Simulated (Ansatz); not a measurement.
Basis sets compared for (KNH2)2 ring (K₂N₂H₄). Charge 0, multiplicity 1. Geometry r2SCAN-D4/def2-SVP. Ansatz on 4 threads of Intel Xeon on a shared host; times are rough, and most runs start from earlier orbitals.

```xyz
8

K    -1.1986    1.2647    0.4172
N    -0.1614    0.4687   -1.8846
K     1.1890   -1.2734   -0.4185
N     0.1607   -0.4695    1.8844
H    -0.7997    0.1061   -2.6081
H     0.3740    1.1541   -2.4377
H    -0.3680   -1.1517    2.4478
H     0.8039   -0.0990    2.5995
```

Binding counts from free atoms (K doublet, N quartet, H doublet) in the same basis, without a counterpoise term.

```tsv
level	functions	energy (Eh)	HOMO (eV)	LUMO (eV)	binding per atom (eV)	wall time
PBE-D4/def2-SVP	96	-1310.9792	-2.83	-1.09	2.81	2.5 s
PBE-D4/def2-TZVP (with forces)	152	-1311.2758	-2.95	-1.03	2.83	3.9 s
r2SCAN-D4/def2-TZVP	152	-1311.7078	-3.04	-0.45	2.74	5.5 s
PBE0-D4/def2-SVP	96	-1311.0803	-3.96	-0.58	2.71	3.4 s
PBE0-D4/def2-TZVP	152	-1311.3717	-4.13	-0.51	2.73	4 s
```

**Question.** Estimate the rows for PBE-D4/def2-TZVPD, r2SCAN-D4/def2-TZVPD, PBE0-D4/def2-TZVPD.

**Answer.** 
| level | functions | energy (Eh) | HOMO (eV) | LUMO (eV) | binding per atom (eV) | wall time |
| --- | --- | --- | --- | --- | --- | --- |
| PBE-D4/def2-TZVPD | 182 | -1311.2790 | -3.02 | -1.07 | 2.84 | 4.3 s |
| r2SCAN-D4/def2-TZVPD | 182 | -1311.7100 | -3.11 | -0.48 | 2.75 | 7 s |
| PBE0-D4/def2-TZVPD | 182 | -1311.3741 | -4.19 | -0.55 | 2.74 | 5.5 s |
